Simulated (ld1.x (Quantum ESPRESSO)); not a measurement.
Reading a pseudo-wave (molybdenum (Mo))

Columns: radius, all-electron u(r) and pseudo u(r) of the 4s shell (level -64.35 eV) of molybdenum in the configuration [Ar] 3d10 4s2 4p6 4d5 5s1 5p0; PBE, scalar-relativistic, TM scheme, ld1.x (Quantum ESPRESSO) 7.5.

```csv
r (bohr),all-electron,pseudo
0.085,-0.3480,-0.0943
0.170,-0.0692,-0.1894
0.255,0.4602,-0.2861
0.340,0.5894,-0.3852
0.425,0.3764,-0.4870
0.510,0.0136,-0.5910
0.595,-0.3587,-0.6954
0.680,-0.6687,-0.7966
0.765,-0.8920,-0.8888
0.850,-1.0301,-0.9649
0.935,-1.0946,-1.0169
1.020,-1.1019,-1.0387
1.105,-1.0678,-1.0277
1.190,-1.0061,-0.9861
1.275,-0.9281,-0.9206
1.360,-0.8421,-0.8403
1.445,-0.7542,-0.7540
1.530,-0.6685,-0.6685
1.615,-0.5875,-0.5875
1.700,-0.5128,-0.5128
1.785,-0.4450,-0.4450
1.870,-0.3843,-0.3843
1.955,-0.3306,-0.3306
2.040,-0.2833,-0.2833
2.125,-0.2422,-0.2422
2.210,-0.2065,-0.2065
```

(1) How many radial nodes do the two functions have?

(2) At about which radius was the pseudo-wave matched?

(3) Is the pseudo-wave norm-conserving?

Results:

(1) The all-electron 4s function has n − l − 1 = 3 (the table is too coarse to show those close to the nucleus); the pseudo-wave has 0, since the states of the same l below it are removed with the core.

(2) 1.60 bohr. The columns agree to 0.0005 from 1.45 bohr on; several derivatives are matched, so the curves merge somewhat inside the radius.

(3) Yes: the TM scheme keeps the norm inside the radius equal to the all-electron one, which fixes the energy derivative of the logarithmic derivative at the level.
